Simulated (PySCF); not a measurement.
Geometry:
```json
{"atom": "C1", "x (Å)": "-3.434", "y (Å)": "-0.252", "z (Å)": "-0.239"}
{"atom": "N2", "x (Å)": "-2.229", "y (Å)": "0.317", "z (Å)": "0.288"}
{"atom": "N3", "x (Å)": "-2.277", "y (Å)": "1.310", "z (Å)": "1.187"}
{"atom": "C4", "x (Å)": "-1.046", "y (Å)": "1.641", "z (Å)": "1.485"}
{"atom": "C5", "x (Å)": "-0.123", "y (Å)": "0.844", "z (Å)": "0.761"}
{"atom": "C6", "x (Å)": "1.265", "y (Å)": "0.744", "z (Å)": "0.666"}
{"atom": "C7", "x (Å)": "1.819", "y (Å)": "-0.193", "z (Å)": "-0.185"}
{"atom": "Si8", "x (Å)": "3.689", "y (Å)": "-0.379", "z (Å)": "-0.327"}
{"atom": "C9", "x (Å)": "0.969", "y (Å)": "-1.030", "z (Å)": "-0.938"}
{"atom": "C10", "x (Å)": "-0.401", "y (Å)": "-0.961", "z (Å)": "-0.874"}
{"atom": "C11", "x (Å)": "-0.947", "y (Å)": "-0.011", "z (Å)": "-0.012"}
{"atom": "H12", "x (Å)": "-3.515", "y (Å)": "-0.063", "z (Å)": "-1.312"}
{"atom": "H13", "x (Å)": "-4.271", "y (Å)": "0.216", "z (Å)": "0.275"}
{"atom": "H14", "x (Å)": "-3.457", "y (Å)": "-1.330", "z (Å)": "-0.065"}
{"atom": "H15", "x (Å)": "-0.848", "y (Å)": "2.421", "z (Å)": "2.192"}
{"atom": "H16", "x (Å)": "1.894", "y (Å)": "1.397", "z (Å)": "1.253"}
{"atom": "H17", "x (Å)": "4.028", "y (Å)": "-0.770", "z (Å)": "-1.697"}
{"atom": "H18", "x (Å)": "4.323", "y (Å)": "0.899", "z (Å)": "0.003"}
{"atom": "H19", "x (Å)": "4.155", "y (Å)": "-1.414", "z (Å)": "0.602"}
{"atom": "H20", "x (Å)": "1.425", "y (Å)": "-1.755", "z (Å)": "-1.598"}
{"atom": "H21", "x (Å)": "-1.027", "y (Å)": "-1.612", "z (Å)": "-1.465"}
```

- shielding tensors at PBE0/pcSseg-1 (GIAO)
- geometry from GFN2-xTB
- run in PySCF 2.14.0 with density-fitted response routines
- one conformer, one averaged value for each set of equivalent atoms, non-relativistic, no solvent model

References, each an isolated molecule treated in the same way: $^{13}$C, $^{1}$H, $^{29}$Si against TMS; $^{15}$N against NH3.

```
      atoms    nucleus  count  δ (ppm)
         N2   $^{15}$N      1    200.6
        C11   $^{13}$C      1    144.7
        Si8  $^{29}$Si      1        ?
        H16    $^{1}$H      1     8.27
         C5   $^{13}$C      1        ?
         C7   $^{13}$C      1    124.4
        C10   $^{13}$C      1    112.0
H12/H13/H14    $^{1}$H      3     4.27
        H21    $^{1}$H      1     7.62
        H15    $^{1}$H      1     7.97
H17/H18/H19    $^{1}$H      3     4.69
         N3   $^{15}$N      1        ?
        H20    $^{1}$H      1     7.81
         C4   $^{13}$C      1        ?
         C6   $^{13}$C      1        ?
         C1   $^{13}$C      1     37.2
         C9   $^{13}$C      1    136.5
```

Fill in the missing shifts.

Results:


- C4: 135.3 ppm, aromatic CH next to a ring nitrogen
- C6: 134.9 ppm, aromatic CH; the aromatic region
- C5: 131.3 ppm, ring-fusion aromatic carbon
- N3: 365.6 ppm, pyridine-type nitrogen of an azole
- Si8: -67.5 ppm, silicon bonded to C, 3 H

Shifts are as computed. Against solution values, carbons near 30 ppm lie about +3 ppm off and those near 130 ppm about +5 ppm. Of 1211 compounds with measured shifts, 218 miss one by over three times the rms of a fit or turn the order of signals round; such compounds aren't used in these exercises. Experimental scales use liquid or dissolved standards, which lie at an offset from isolated NH3 (liquid NH3: subtract about 20 ppm). Unscaled 15N shifts of sp2 nitrogen come out 20 to 40 ppm too high even then.
